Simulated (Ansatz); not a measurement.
Compare A (`CBC=S`) with its isomer B (`CB1CS1`).

Computed with Ansatz on PBE0-D4/def2-TZVP structures; ΔE is electronic, products minus reactants. CCSD(T)/CBS adds triple-zeta CCSD(T) − MP2 to the extrapolated MP2 energy (def2 sets, frozen cores). DFT in def2-TZVPP. Each species was taken in one conformer, which may not be the lowest.

A:

```xyz
9

C     0.6067   -0.7001    0.7930
B    -0.2977    0.4467    0.2250
C    -0.8069    0.4656   -1.2205
S     0.3938    1.3566   -1.8454
H     1.0291   -1.3598    0.0333
H    -0.0209   -1.3119    1.4558
H     1.4136   -0.3103    1.4180
H    -0.6729    1.3388    0.9347
H    -1.6450    0.0743   -1.7938
```

B:

```xyz
9

C    -0.287   -1.245   -0.626
B     0.226    0.139   -0.176
C     0.128    1.275    0.851
S     1.340    1.436   -0.554
H     0.192   -1.621   -1.530
H    -0.140   -1.973    0.179
H    -1.369   -1.201   -0.793
H     0.593    1.194    1.830
H    -0.684    1.997    0.819
```

Question: Which isomer does CCSD(T)/CBS put lower? Give the gap. (Estimate.)

Answer: The calculation gave: B, by 27.2 kcal/mol.

Question: Give E(B) − E(A) in kcal/mol with ωB97M-V, MP2/def2-TZVPP, BLYP-D4, CCSD/def2-TZVPP, CCSD(T)/def2-SVP, PBE0-D4, r2SCAN-D4. (Best estimate.)

Answer: The calculation gave: ωB97M-V -28.5, MP2/def2-TZVPP -29.5, BLYP-D4 -23.2, CCSD/def2-TZVPP -27.5, CCSD(T)/def2-SVP -26.9, PBE0-D4 -30.5, r2SCAN-D4 -28.9. None reverses the order clearly.

Question: Does the order hold for the free energy at 298.15 K (harmonic terms from PBE0-D4)? (Estimate.)

Answer: Computed: Yes: G(B) − G(A) = -25.0 kcal/mol, for one conformer each.

Largest T1 diagnostic: 0.019.

From BLYP to BHLYP (50 % exact exchange), in def2-TZVPP and without D4, E(B) − E(A) moves by −4.2 kcal/mol. Leaving LDA and LC-ωPBE aside and taking each functional with its dispersion term where it has one, the values, not all of them listed here, spread over 7.9 kcal/mol, from PBE-QIDH to BLYP-D4. LDA lies −2.4 kcal/mol from PBE without D4.
